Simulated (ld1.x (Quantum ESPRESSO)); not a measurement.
**Reading a pseudo-wave (B (Z = 5))**

Columns: radius, all-electron u(r) and pseudo u(r) of the 2s shell (level -9.48 eV) of boron in the configuration [He] 2s2 2p1; PW91, non-relativistic, TM scheme, ld1.x (Quantum ESPRESSO) 7.5.

| r (bohr) | all-electron | pseudo |
| --- | --- | --- |
| 0.185 | 0.3050 | -0.1017 |
| 0.370 | 0.1290 | -0.1894 |
| 0.555 | -0.1343 | -0.2716 |
| 0.740 | -0.3662 | -0.3880 |
| 0.925 | -0.5388 | -0.5388 |
| 1.110 | -0.6523 | -0.6523 |
| 1.295 | -0.7143 | -0.7143 |
| 1.480 | -0.7361 | -0.7361 |
| 1.665 | -0.7284 | -0.7284 |
| 1.850 | -0.7008 | -0.7008 |
| 2.035 | -0.6602 | -0.6602 |
| 2.220 | -0.6122 | -0.6122 |
| 2.405 | -0.5608 | -0.5608 |
| 2.590 | -0.5087 | -0.5087 |
| 2.775 | -0.4578 | -0.4578 |
| 2.960 | -0.4094 | -0.4094 |
| 3.145 | -0.3641 | -0.3641 |
| 3.330 | -0.3224 | -0.3224 |
| 3.515 | -0.2845 | -0.2845 |
| 3.700 | -0.2503 | -0.2503 |
| 3.885 | -0.2197 | -0.2197 |
| 4.070 | -0.1925 | -0.1925 |
| 4.255 | -0.1685 | -0.1685 |
| 4.440 | -0.1472 | -0.1472 |
| 4.625 | -0.1286 | -0.1286 |
| 4.810 | -0.1123 | -0.1123 |

How many radial nodes do the two functions have?

The all-electron 2s function has n − l − 1 = 1; the pseudo-wave has 0, since the states of the same l below it are removed with the core.

At about which radius was the pseudo-wave matched?

1.00 bohr, where the columns begin to agree (steps of 0.18 bohr).

Where does each function peak?

Outermost all-electron maximum near 1.48 bohr, pseudo maximum near 1.48 bohr (to the table’s step).

Is the pseudo-wave norm-conserving?

Yes: the TM scheme keeps the norm inside the radius equal to the all-electron one, which fixes the energy derivative of the logarithmic derivative at the level.
